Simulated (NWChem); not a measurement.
Species: silacyclobutane (C₃H₈Si); SMILES C1CC[SiH2]1

```xyz
12

C     -0.1962    -1.3215     0.0000
C      0.1612    -0.3999    -1.1982
Si    -0.0571     1.0553     0.0000
C      0.1612    -0.3999     1.1982
H      0.3114    -2.3011     0.0000
H     -1.2797    -1.5256     0.0000
H      1.2198    -0.5119    -1.4850
H     -0.4546    -0.5061    -2.1023
H     -1.4408     1.6263     0.0000
H      0.9211     2.1893     0.0000
H      1.2198    -0.5119     1.4850
H     -0.4546    -0.5061     2.1023
```
Atoms are numbered in this order, from 1.

Coordinates come from a PBE0/def2-SVP optimisation.

Symmetry labels are those of Cs in the frame above (b1 and b2, or b-type labels, depend on it).

**Question.** List the 4 lowest vertical singlet excitations from CAM-B3LYP/def2-SVP, TDA (NWChem).

**Answer.** 
```json
[
 {"state": "S1", "energy (eV)": "7.53", "oscillator strength": "0.028", "symmetry": "a\"", "leading excitation (squared amplitude)": "HOMO → LUMO (0.96)"},
 {"state": "S2", "energy (eV)": "8.26", "oscillator strength": "0.043", "symmetry": "a'", "leading excitation (squared amplitude)": "HOMO → LUMO+1 (0.89)"},
 {"state": "S3", "energy (eV)": "8.37", "oscillator strength": "0.110", "symmetry": "a'", "leading excitation (squared amplitude)": "HOMO−1 → LUMO (0.84)"},
 {"state": "S4", "energy (eV)": "8.49", "oscillator strength": "0.032", "symmetry": "a\"", "leading excitation (squared amplitude)": "HOMO−1 → LUMO+1 (0.73)"}
]
```
